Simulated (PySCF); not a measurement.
**Static response to an electric field**

C6H10NP.
Structure used (GFN2-xTB), in Å, numbered top down from 1:
```
atom  x, y, z in Å
C1    -1.5128    0.9973    0.7144
C2    -0.7675    0.2374   -0.3831
C3    -1.4499   -1.0915   -0.7081
N4     0.6154    0.0210   -0.0041
C5     1.6676    0.5230   -0.6917
C6     2.8755    0.1943   -0.1554
P7     2.6995   -0.7956    1.2861
C8     1.0000   -0.7024    1.0726
H9    -1.5751    0.4011    1.6213
H10   -0.9965    1.9261    0.9472
H11   -2.5215    1.2316    0.3843
H12   -0.7497    0.8549   -1.2890
H13   -0.8891   -1.6263   -1.4717
H14   -1.5117   -1.7193    0.1772
H15   -2.4568   -0.9118   -1.0758
H16    1.4896    1.1176   -1.5710
H17    3.8181    0.5045   -0.5676
H18    0.2561   -1.1555    1.7027
```

Level: CAM-B3LYP/def2-SVPD (PySCF), static field, nuclei fixed, core orbitals frozen in the response. The polarisability tensor in these axes (au):

```
x   122.01  -3.67   7.37
y    -3.67  84.71 -10.21
z     7.37 -10.21  93.12
```

Task: Diagonalise the tensor; give its mean and Δα, where Δα² is half the sum of the squared differences of the eigenvalues.

Result: Principal values 77.85, 97.27 and 124.73 au; mean 99.95 au = 14.81 Å³ = 16.48 × 10⁻⁴⁰ C²·m²/J; Δα = 40.80 au (41 % of the mean).

Task: What is the dipole moment, and where does it point?

Result: (-3.42, 1.09, -1.75) D, 4.00 D in size, pointing from the negative to the positive side. Measured along this direction, the outermost atoms are P7 at the negative end and H11 and H15 at the positive end.

Task: Find the Langevin capture rate constant for H3+ (3.023 u) meeting this molecule (127.055 u), k = 2.342 × 10⁻⁹ cm³/s × √(α in Å³ / reduced mass in u).

Result: The reduced mass is 2.95 u, so k = 5.24 × 10⁻⁹ cm³/s. The formula leaves out the permanent dipole, which adds to the capture rate.

Task: What would n − 1 = 2πNα be for an ideal gas of these molecules at 400 K and 1 atm, electronic part alone?

Result: N = p/kT = 1.8347 × 10¹⁹ cm⁻³, so n − 1 = 2π × N × 14.81 × 10⁻²⁴ cm³ = 1707 × 10⁻⁶ at long wavelengths.

Task: Traceless (Buckingham) quadrupole moment about the centre of nuclear charge: eigenvalues?

Result: -3.56, -2.81, 6.36 D·Å. The values depend on the origin, since the dipole doesn't vanish. The electronic extent ⟨r²⟩ about the same centre is 1222 bohr², a root-mean-square distance of 2.24 Å for the 68 electrons.

Task: Estimate the molar refractivity from the static electronic polarisability.

Result: Lorentz–Lorenz: R = (4π/3)N_A α = 2.5225 cm³/(mol·Å³) × 14.81 Å³ = 37.4 cm³/mol, in the limit of long wavelengths.

Geometry: GFN2-xTB, one conformer, isolated molecule.
